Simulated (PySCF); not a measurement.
Si(I)(OH)3, SMILES O[Si](O)(O)I (H3IO3Si) (PBE0/def2-SVP optimised geometry):

```
8

O     -1.186    -1.929     1.339
Si    -0.635    -1.164     0.000
O     -1.188    -1.927    -1.340
O      1.003    -1.164     0.000
I     -1.449     1.164     0.000
H     -2.136    -1.934     1.490
H     -0.997    -1.524    -2.192
H      1.449    -0.684     0.704
```

Calculation: PBE0/def2-TZVP, def2 effective core potentials past Kr run with PySCF.

Question: What are the frontier orbital energies and the dipole moment?

Answer: HOMO-2 -9.00 eV, HOMO-1 -7.76 eV, HOMO -7.76 eV, LUMO -0.11 eV, LUMO+1 0.82 eV; dipole moment 0.49 D.

On the same geometry PBE/def2-TZVP, def2 effective core potentials past Kr run with PySCF 2.14.0 gives HOMO-2 -7.64 eV, HOMO-1 -6.56 eV, HOMO -6.56 eV, LUMO -1.02 eV, LUMO+1 -0.07 eV; dipole moment 0.38 D.
